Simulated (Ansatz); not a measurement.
Molecule: AlH, charge -1, multiplicity 2. 
Coordinates optimised at B3LYP-D3(BJ)/def2-TZVP (Ansatz, an electronic-structure program):
```
Al
H 1 1.7119
```
Charge -1, spin multiplicity 2.

Parts of the frozen-core correlation energy in STO-3G (Ansatz, hartree). Frozen orbitals: 5; correlated occupied orbitals by spin: 3 and 2; virtual: 2 and 3. UHF or UKS for open shells. Spin-orbit coupling is left out. No relativistic terms.

| term | value |
|---|---|
| reference (HF) | -239.13926 |
| MP2 opposite-spin | -0.01747 |
| MP2 same-spin | (withheld) |
| CCSD correlation | (withheld) |
| (T) | (withheld) |
| T1 diagnostic | 0.009 |
| largest doubles amplitude | 0.096 |
| <S^2> of the reference | 0.752 |

What belongs in the gaps?


- MP2 same-spin, value: 0.00000
- CCSD correlation, value: -0.02815
- (T), value: 0.00000
